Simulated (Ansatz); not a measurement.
Frontier orbitals of `B[NH][GaH][CH3]`.

Charge 0, multiplicity 1. Correlated methods include outer-core shells of Ga, which these sets cover unevenly. Scalar relativity is left out up to krypton. Geometry: relaxed with PBE0-D4/def2-TZVP. It is one conformer, not always the lowest. Basis def2-TZVPP, Ansatz 0.2.0.

Orbital energies of one run (eV). Highest occupied ones, from the top: -10.68, -10.69, -10.98, -12.23, -13.77, -13.80, -14.01, -15.79, -16.98, -22.10, -25.08, -25.51, -25.61, -25.65. Empty: 0.85, 2.40, 2.50, 2.80, 3.93, 4.19.

(1) Which functional gave them?
A. ωB97X-V
B. r2SCAN
C. BLYP
D. B97M-V

Answers

(1) A. HOMO energies: ωB97X-V -10.68, r2SCAN -7.18, BLYP -6.83, B97M-V -7.27 eV.
